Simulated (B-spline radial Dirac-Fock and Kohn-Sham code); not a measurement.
# M3 edges in EELS at 200 kV and 100 mrad, Ca to Nd

Method: the first Born approximation with generalised oscillator strengths from a Dirac-Hartree-Slater potential (longitudinal and transverse terms; continuum final states only, so no white lines or fine structure). Computed with an atomic code on a B-spline grid. Partial cross sections in barn for windows above the edge. Edges are tabulated values, any marked * orbital energies of the model.

| Z | element | edge (eV) | Δ = 50 eV | Δ = 100 eV | Δ = 200 eV |
| --- | --- | --- | --- | --- | --- |
| 20 | Ca | 32.80* | 78800 | 105000 | 123000 |
| 21 | Sc | 38.26* | 56900 | 80700 | 98300 |
| 22 | Ti | 43.61* | 43700 | 65200 | 82300 |
| 23 | V | 48.98* | 34600 | 53900 | 70500 |
| 26 | Fe | 65.60* | 19100 | 32400 | 46700 |
| 27 | Co | 71.39* | 16000 | 27700 | 41100 |
| 33 | As | 141.2 | 5050 | 10100 | 17800 |
| 36 | Kr | 214.4 | 3410 | 6840 | 12300 |
| 37 | Rb | 239.1 | 3210 | 6230 | 11000 |
| 38 | Sr | 270.0 | 2740 | 5390 | 9550 |
| 42 | Mo | 394.0 | 1640 | 3310 | 5980 |
| 43 | Tc | 417.7 | 1450 | 2940 | 5340 |
| 45 | Rh | 496.5 | 1110 | 2330 | 4300 |
| 46 | Pd | 532.3 | 980 | 2090 | 3910 |
| 48 | Cd | 618.4 | 763 | 1670 | 3130 |
| 51 | Sb | 766.4 | 652 | 1300 | 2340 |
| 52 | Te | 820.8 | 634 | 1210 | 2140 |
| 59 | Pr | 1242.0 | 275 | 537 | 990 |
| 60 | Nd | 1297.0 | 249 | 490 | 907 |
